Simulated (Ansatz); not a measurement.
Start from `[AlH2][O][GaH2]` and change one atom or group to get `[AlH2][O][SiH3]`.

Ansatz, PBE0-D4/def2-TZVP geometries, multiplicity 1. 

Scalar relativity is left out up to krypton.

```
                                      property  `[AlH2][O][GaH2]`
         HOMO energy (ωB97M-V/def2-TZVPP) / eV             -10.20
         LUMO energy (ωB97M-V/def2-TZVPP) / eV               0.44
             HOMO energy (PBE/def2-TZVPP) / eV              -6.71
           HOMO–LUMO gap (PBE/def2-TZVPP) / eV               4.65
       HOMO–LUMO gap (ωB97M-V/def2-TZVPP) / eV              10.64
size of the dipole moment (PBE/def2-TZVPP) / D               0.88
```

(1) Give the same properties after the change, and the shifts. (An estimate is asked.)

Results:

(1) Computed: 
```json
{"property": "HOMO energy (ωB97M-V/def2-TZVPP) / eV", "`[AlH2][O][SiH3]`": "-10.48", "shift": "-0.28"}
{"property": "LUMO energy (ωB97M-V/def2-TZVPP) / eV", "`[AlH2][O][SiH3]`": "0.40", "shift": "-0.04"}
{"property": "HOMO energy (PBE/def2-TZVPP) / eV", "`[AlH2][O][SiH3]`": "-6.90", "shift": "-0.19"}
{"property": "HOMO–LUMO gap (PBE/def2-TZVPP) / eV", "`[AlH2][O][SiH3]`": "4.94", "shift": "0.29"}
{"property": "HOMO–LUMO gap (ωB97M-V/def2-TZVPP) / eV", "`[AlH2][O][SiH3]`": "10.87", "shift": "0.23"}
{"property": "size of the dipole moment (PBE/def2-TZVPP) / D", "`[AlH2][O][SiH3]`": "0.41", "shift": "-0.47"}
```

With PBE0 the HOMO falls by 0.26 eV and the LUMO rises by 0.06 eV, so the gap widens by about 0.32 eV. PBE moves the HOMO by -0.19 eV and ωB97M-V by -0.28 eV. Dipoles are sizes alone; their direction can turn.
